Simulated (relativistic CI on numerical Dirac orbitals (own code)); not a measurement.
## Lu²⁹⁺: computed level list

These numbers are calculated, not measured: Dirac-Coulomb-Breit CI, separate exchange-only KLI orbitals for each configuration, a model potential for QED, unscaled Slater integrals (own radial code, finite nucleus).

CI space (outside the closed core [Ar] 3d10): 4s2 4p6 4d6, 4s2 4p5 4d7, 4s2 4p6 4d5 4f, 4s 4p6 4d7, 4s2 4p5 4d6 4f, 4s 4p6 4d6 4f, 4s2 4p6 4d5 5s, 4s2 4p6 4d4 4f 5s, 4s2 4p6 4d5 5p, 4s2 4p6 4d5 5d, 4s2 4p5 4d6 5s, 4s2 4p6 4d5 5f, 4s2 4p6 4d4 5s 5p, 4s2 4p6 4d5 6s, 4s 4p6 4d6 5s, 4p6 4d7 5p, 4p6 4d8, 4p5 4d9, 4p5 4d8 4f, 4s2 4p6 4d4 5s2, 4s2 4p6 4d3 4f 5s2, 4s2 4p5 4d4 4f 5s2, 4s 4p6 4d4 4f 5s2. Double excitations out of closed p, d and f shells are left out; levels of such configurations are missing from the list, as are those of other unlisted configurations, and high levels can miss mixing partners. These lack a partner that the ground configuration has and come out too high: 4s2 4p5 4d6 5s.

The lowest level is 4s2 4p6 4d6 5D_4, with 45 % of that term; Hund's rules for 4s2 4p6 4d6 give 5D with J = 4, in agreement.

| No. | Configuration | Term | J | E (eV) | % | Lifetime (s) | jj configuration (%) |
| --- | --- | --- | --- | --- | --- | --- | --- |
| 1 | 4s2 4p6 4d6 | 5D | 4 | 0.000 | 45 |  | 4d5/2^2 (90) |
| 2 | 4s2 4p6 4d6 | 3P | 2 | 2.908 | 41 | 1.60e+02 | 4d5/2^2 (91) |
| 3 | 4s2 4p6 4d6 | 3P | 0 | 8.705 | 42 | 1.67e+00 | 4d5/2^2 (72) |
| 4 | 4s2 4p6 4d6 | 5D | 3 | 10.516 | 73 | 5.84e-05 | 4d3/2^3 4d5/2^3 (91) |
| 5 | 4s2 4p6 4d6 | 5D | 4 | 11.971 | 36 | 5.34e-05 | 4d3/2^3 4d5/2^3 (89) |
| 6 | 4s2 4p6 4d6 | 5D | 1 | 12.415 | 59 | 5.86e-05 | 4d3/2^3 4d5/2^3 (92) |
| 7 | 4s2 4p6 4d6 | 3H | 6 | 14.795 | 70 | 3.58e+00 | 4d3/2^3 4d5/2^3 (98) |
| 8 | 4s2 4p6 4d6 | 3G | 5 | 14.810 | 57 | 2.43e-04 | 4d3/2^3 4d5/2^3 (98) |
| 9 | 4s2 4p6 4d6 | 3F | 2 | 17.302 | 51 | 6.90e-05 | 4d3/2^3 4d5/2^3 (90) |
| 10 | 4s2 4p6 4d6 | 3G | 3 | 17.767 | 31 | 7.77e-05 | 4d3/2^3 4d5/2^3 (93) |
| 11 | 4s2 4p6 4d6 | 5D | 2 | 21.812 | 33 | 5.63e-05 | 4d3/2^3 4d5/2^3 (56) |
| 12 | 4s2 4p6 4d6 | 3P | 0 | 22.040 | 84 | 1.98e-04 | 4d3/2^3 4d5/2^3 (66) |
| 13 | 4s2 4p6 4d6 | 3P | 1 | 22.465 | 45 | 8.73e-05 | 4d3/2^3 4d5/2^3 (88) |
| 14 | 4s2 4p6 4d6 | 3G | 4 | 22.481 | 39 | 4.11e-04 | 4d3/2^3 4d5/2^3 (84) |
| 15 | 4s2 4p6 4d6 | 3F | 3 | 24.134 | 52 | 9.68e-05 | 4d3/2^3 4d5/2^3 (97) |
| 16 | 4s2 4p6 4d6 | 3P | 2 | 24.840 | 41 | 2.55e-05 | 4d3/2^2 4d5/2^4 (72) |
| 17 | 4s2 4p6 4d6 | 5D | 0 | 26.173 | 50 | 1.78e-05 | 4d3/2^2 4d5/2^4 (84) |
| 18 | 4s2 4p6 4d6 | 3F | 4 | 26.806 | 41 | 2.25e-05 | 4d3/2^2 4d5/2^4 (94) |
| 19 | 4s2 4p6 4d6 | 3H | 5 | 28.148 | 57 | 4.45e-05 | 4d3/2^2 4d5/2^4 (98) |
| 20 | 4s2 4p6 4d6 | 3D | 3 | 28.408 | 31 | 2.58e-05 | 4d3/2^2 4d5/2^4 (83) |
| 21 | 4s2 4p6 4d6 | 1I | 6 | 29.601 | 70 | 6.35e-05 | 4d3/2^2 4d5/2^4 (98) |
| 22 | 4s2 4p6 4d6 | 3G | 3 | 30.440 | 47 | 3.88e-05 | 4d3/2^2 4d5/2^4 (95) |
| 23 | 4s2 4p6 4d6 | 3P | 1 | 32.402 | 57 | 3.26e-05 | 4d3/2^2 4d5/2^4 (86) |
| 24 | 4s2 4p6 4d6 | 1G | 4 | 33.130 | 59 | 4.25e-05 | 4d3/2^2 4d5/2^4 (87) |
| 25 | 4s2 4p6 4d6 | 1D | 2 | 33.365 | 36 | 3.49e-05 | 4d3/2^2 4d5/2^4 (87) |
| 26 | 4s2 4p6 4d6 | 3F | 2 | 37.958 | 73 | 2.18e-05 | 4d3/2^2 4d5/2^4 (94) |
| 27 | 4s2 4p6 4d6 | 3F | 4 | 38.901 | 67 | 2.94e-05 | 4d3/2^2 4d5/2^4 (90) |
| 28 | 4s2 4p6 4d6 | 3P | 1 | 40.655 | 69 | 8.97e-06 | 4d3/2 4d5/2^5 (93) |
| 29 | 4s2 4p6 4d6 | 1G | 4 | 45.860 | 52 | 1.31e-05 | 4d3/2 4d5/2^5 (85) |
| 30 | 4s2 4p6 4d6 | 1D | 2 | 46.653 | 77 | 3.04e-05 | 4d3/2^2 4d5/2^4 (89) |
| 31 | 4s2 4p6 4d6 | 3P | 2 | 47.901 | 35 | 1.41e-05 | 4d3/2 4d5/2^5 (86) |
| 32 | 4s2 4p6 4d6 | 3F | 3 | 48.306 | 43 | 1.62e-05 | 4d3/2 4d5/2^5 (92) |
| 33 | 4s2 4p6 4d6 | 1S | 0 | 50.900 | 59 | 1.60e-05 | 4d3/2^2 4d5/2^4 (58) |
| 34 | 4s2 4p6 4d6 | 1S | 0 | 62.098 | 57 | 6.70e-06 | 4d5/2^6 (62) |
| 35 | 4s2 4p5 4d7 | 5G° | 6 | 160.633 | 75 | 3.80e-10 | 4p3/2^3 4d5/2^3 (87) |
| 36 | 4s2 4p5 4d7 | 5F° | 5 | 163.670 | 40 | 4.35e-11 | 4p3/2^3 4d5/2^3 (88) |
| 37 | 4s2 4p5 4d7 | 3D° | 3 | 164.168 | 54 | 7.52e-11 | 4p3/2^3 4d5/2^3 (87) |
| 38 | 4s2 4p5 4d7 | 3P° | 0 | 164.857 | 55 | 3.03e-10 | 4p3/2^3 4d5/2^3 (94) |
| 39 | 4s2 4p5 4d7 | 3P° | 2 | 167.765 | 29 | 2.54e-11 | 4p3/2^3 4d5/2^3 (77) |
| 40 | 4s2 4p5 4d7 | 3F° | 4 | 167.922 | 31 | 2.54e-11 | 4p3/2^3 4d5/2^3 (69) |
| 41 | 4s2 4p5 4d7 | 3F° | 4 | 171.166 | 40 | 3.98e-11 | 4p3/2^3 4d5/2^3 (69) |
| 42 | 4s2 4p5 4d7 | 3P° | 2 | 171.351 | 36 | 1.13e-10 | 4p3/2^3 4d5/2^3 (82) |
| 43 | 4s2 4p5 4d7 | 5P° | 3 | 171.646 | 24 | 1.45e-11 | 4p3/2^3 4d5/2^3 (49) |
| 44 | 4s2 4p5 4d7 | 3P° | 1 | 172.566 | 25 | 1.41e-11 | 4p3/2^3 4d5/2^3 (42) |
| 45 | 4s2 4p5 4d7 | 5G° | 5 | 173.942 | 65 | 9.77e-11 | 4p3/2^3 4d3/2^3 4d5/2^4 (89) |

Energies count from the lowest computed level; ° marks odd parity; lifetimes are radiative, by E1, M1, E2, M2, E3 decay to levels of this space only. Filled j subshells are mostly left out of the jj labels.

The mean weight of the leading LS term, summed over parents, in these 45 levels is 50 %, and that of the leading jj configuration (from the same eigenvectors) 84 %, so jj coupling describes them better and the LS labels are nominal.

At this charge energies of transitions that change n are usually good to better than 1 %, and those within a shell (Δn = 0) to a few per cent. Terms inside the open d or f shell come out 10 to 20 % too wide with unscaled integrals.

LS names give the leading component of a level, which can be under half, so a name can repeat, a term be missing and a line seem to break the LS rules.
